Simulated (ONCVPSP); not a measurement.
## Ranking ONCV potentials for N

All share these settings but for the change named:

ONCVPSP 4.0.1 input, shortened (lines: element, Z, core and valence counts, functional; n l f; lmax; l rc ep ncon nbas qcut; lloc lpopt rc5 dvloc0; l nproj debl; icmod fcfact rcfact), BLYP, scalar-relativistic:

```
  N 7.00    1    2  -106131      upf
    1    0    2.00
    2    0    2.00
    2    1    2.00
    1
    0    1.05    0.00    3    6    7.40
    1    1.05    0.00    3    6    8.30
    1    5    1.05    0.00
    0    2    2.00
    1    0    1.90
    3    4.50    1.75
```

Cutoff: the first of the cutoffs (Ha) at which the residual kinetic energy of the hardest occupied pseudo-wave falls to 1 and 0.1 mHa per electron; the density cutoff is not measured.

The base gives 34 Ha.

Of 9 variants that were run, those that failed, showed a ghost or another fault, or gave nearly equal values are left out.

A variant can come out equal or close to the base.

(1) Rank these variants from softest to hardest (loose cutoff).
A. p: rc 0.84
B. p: rc 0.96
C. p: rc 0.72
D. p: rc 1

Results:

(1) D (37 Ha), B (52 Ha), A (121 Ha), C (182 Ha).
